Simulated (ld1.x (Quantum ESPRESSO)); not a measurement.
## copper, ultrasoft: configuration errors across variants

Cu (Z = 29), ultrasoft, made with ld1.x (Quantum ESPRESSO) 7.5 (LDA (PZ), scalar-relativistic). Core [Ne], reference 3s2 3p6 3d10 4s0.75 4p0 (charge +0.25). Waves: 3s (bound): rcut 0.95, rcutus 1.10 bohr; 4s (bound): rcut 0.95, rcutus 1.10 bohr; 3p (bound): rcut 1.05, rcutus 1.25 bohr; 4p (bound, empty): rcut 1.05, rcutus 1.25 bohr; 3d (bound): rcut 0.80, rcutus 1.05 bohr; 3d channel at 0.15 Ry: rcut 0.80, rcutus 1.05 bohr. Local part: all-electron potential smoothed inside 1.05 bohr (lloc = -2). Core correction: a·sin(br)/r model core inside 0.55 bohr. Augmentation charge: built from norm-conserving waves at rcut, not smoothed further.

All-electron excitation energies from the reference (eV): (1) 3s2 3p6 3d10 4s1 4p0 -1.430; (2) 3s2 3p6 3d10 4s0 4p0 7.004; (3) 3s2 3p6 3d9 4s0 4p0 28.691; (4) 3s2 3p6 3d9 4s1 4p0 10.471; (5) 3s2 3p6 3d8 4s0 4p0 68.055; (6) 3s2 3p6 3d9 4s1 4p1 5.504; (7) 3s2 3p6 3d9 4s2 4p0 0.573; (8) 3s2 3p6 3d10 4s0.75 4p0 spin -0.114; (9) 3s2 3p6 3d10 4s1 4p0 spin -1.614.

Spin tests fill each open shell by Hund’s rule, majority spin first.

The file “base” misses its own reference levels by 1.2 eV. The file “core correction none” misses its own reference levels by 1.3 eV. The file “core correction a·sin(br)/r model core inside 0.58 bohr” misses its own reference levels by 1.2 eV. The file “core correction a·sin(br)/r model core inside 0.74 bohr” misses its own reference levels by 1.3 eV. The file “core correction a·sin(br)/r model core inside 0.88 bohr” misses its own reference levels by 1.3 eV. The file “core correction a·sin(br)/r model core inside 1.02 bohr” misses its own reference levels by 1.3 eV.

Errors AE − PS in meV (a dash: test not solved or not reliable):

```csv
change,(1),(2),(3),(4),(5),(6),(7),(8),(9),bound ghosts
base,-279,+1245,+1232,-1248,+1125,-1557,-2609,+9.5,-269,not determined
core correction none,-281,+1267,+1251,-1254,+1137,-1565,-2619,+15,-264,not determined
core correction a·sin(br)/r model core inside 0.58 bohr,-279,+1251,+1237,-1250,+1128,-1559,-2612,+11,-268,not determined
core correction a·sin(br)/r model core inside 0.74 bohr,-281,+1266,+1250,-1254,+1136,-1564,-2618,+15,-265,not determined
core correction a·sin(br)/r model core inside 0.88 bohr,-281,+1267,+1251,-1254,+1137,-1565,-2618,+15,-264,not determined
core correction a·sin(br)/r model core inside 1.02 bohr,-281,+1267,+1251,-1254,+1137,-1565,-2618,+16,-264,not determined
```

(1) Give the same row for: core correction a·sin(br)/r model core inside 1.26 bohr.

## Answers

(1) -281, +1267, +1251, -1254, +1137, -1565, -2619, +15, -264; bound ghosts: not determined.
